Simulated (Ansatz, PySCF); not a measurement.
Pulling on the Ga1–H2 bond in GaH3O2 (SMILES [OH][GaH][OH]) (multiplicity 1 held, fragments rigid). Energies count from the point at 1.547 Å.
Geometry at that point (charge 0, multiplicity 1):
| atom | x (Å) | y (Å) | z (Å) |
|---|---|---|---|
| Ga | -0.2440 | -0.1775 | -0.1512 |
| H | -1.3542 | -1.0163 | -0.8271 |
| O | 0.0204 | 1.5378 | -0.5766 |
| H | 0.7423 | 1.9403 | -0.0819 |
| O | 0.9023 | -0.7560 | 1.1056 |
| H | 0.7953 | -1.6758 | 1.3651 |

Restricted levels (R-, RO-) in cc, def2 and unpolarised 6-31G sets keep to the state of the molecule at rest. Unrestricted levels (U-) break spin symmetry where that is lower. Active spaces are followed from a long bond inwards. Curves can end on different states.

Correlated levels freeze the cores. Filled d and f shells under p-block atoms count as core. Rows in 3-21G carry no dispersion term and start afresh at each structure; the Pople sets are all-electron and without relativity.

Codes used: Ansatz (a quantum-chemistry and plane-wave program) with Gaussian orbitals; PySCF for 3-21G rows. Values without a source in brackets are computed.

```
level                                  energy at R = 4.950 Å (kJ/mol)
-------------------------------------  ------------------------------
R-HF/3-21G                                                      709.5
U-HF/cc-pVTZ                                                    272.3
R-PBE/cc-pVTZ                                                   446.2
R-r2SCAN/cc-pVTZ                                                  ___
U-B3LYP/cc-pVTZ                                                 346.5
R-wB97X-V/cc-pVTZ                                                 ___
R-SCS-MP2/cc-pVTZ                                               441.3
FIC-NEVPT4(SD) on CASSCF(2,2)/cc-pVTZ                           349.1
FIC-MRCISD+Q on CASSCF(2,2)/cc-pVTZ                             352.1
```

Problem. Fill in the missing entries.

Solution. 
- R-r2SCAN/cc-pVTZ, energy at R = 4.950 Å (kJ/mol): 488.5
- R-wB97X-V/cc-pVTZ, energy at R = 4.950 Å (kJ/mol): 625.8

Doubts at one or more of the structures used: a restricted determinant that unrestricted orbitals would lower (R-HF/3-21G, R-PBE/cc-pVTZ, R-r2SCAN/cc-pVTZ, R-wB97X-V/cc-pVTZ, R-SCS-MP2/cc-pVTZ); a spin-contaminated determinant (U-HF/cc-pVTZ, U-B3LYP/cc-pVTZ).
